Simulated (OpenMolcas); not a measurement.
An OpenMolcas run meant for Zn (ANO-RCC-VDZ, DKH2; inactive shells 1s 2s 2p 3s 3p 3d; intended active space 2 electrons in 9 orbitals (RAS2 4s 4p; RAS3 4d, at most 2 electrons)). One step of its input:

```
&RASSCF
FileOrb=start.orb
Symmetry=1
Spin=3
nActEl=2 0 2
Inactive=8 6
Ras2=1 3
Ras3=5 0
CIRoot=3 3 1
SDav=18
CIMx=300
Iter=62 100
PrWF=0.3
OrbListing=Nothing
MaxOrb=0
Atom
Thrs=1.0e-3 5.0e-1 5.0e-1
```

The run finished. Its levels beside those of a sound run (RASSCF), in cm⁻¹ above each run's lowest level:

```
     Level  This run  Usual run
   4s² ¹S₀       0.0        0.0
4s 4p ³P°₀     28398      28611
4s 4p ³P°₁     28557      28769
4s 4p ³P°₂     28875      29086
```

Question: Which setting is unsound, and how much does it matter here?

Answer: The convergence thresholds are far too loose, so the orbitals stop early. Against the sound run the excited levels shown move by 210 cm-1 on average and by 210 cm-1 at most.

Some high roots are left out of the spin-orbit mixing, which shifts the levels that they would mix with. Without dynamic correlation excited terms often stand tens of per cent too high (terms of higher spin than the ground term too low), and those without a measured partner can miss by more than the paired ones. Active for correlation alone: 4d; no level in the range computed is led by a configuration that fills it, so any true level of that kind is missing. Only configurations of the active space appear.

° marks odd parity.
